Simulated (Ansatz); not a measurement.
Reaction (substitution at a C–Si bond): `C[Si](F)(S)S` + `O[SiH2]S[SiH3]` → `CO[SiH2]S[SiH3]` + `F[SiH](S)S`

Program: Ansatz. Geometries: PBE0-D4/def2-TZVP. ΔE: electronic, gas phase. CCSD(T)/CBS is the MP2 limit (def2-TZVPP, def2-QZVPP) plus CCSD(T) − MP2 in def2-TZVPP, frozen cores. Functionals use def2-TZVPP. One conformer a species, not always the lowest.

| level | ΔE (eV) |
| --- | --- |
| ωB97X-V | 1.11 |
| SCS-MP2/def2-TZVPP | 1.12 |

**Question.** What does CCSD(T)/CBS give? (An estimate is asked.)

**Answer.** Ansatz gave: +1.16 eV. The listed levels differ from it by -0.05, -0.04 eV.

Largest T1 diagnostic among the species: 0.012.

In def2-TZVPP, CCSD(T) changes the Hartree–Fock value by +0.12 eV (the triples alone add +0.01 eV) and MP2 by +0.19 eV.
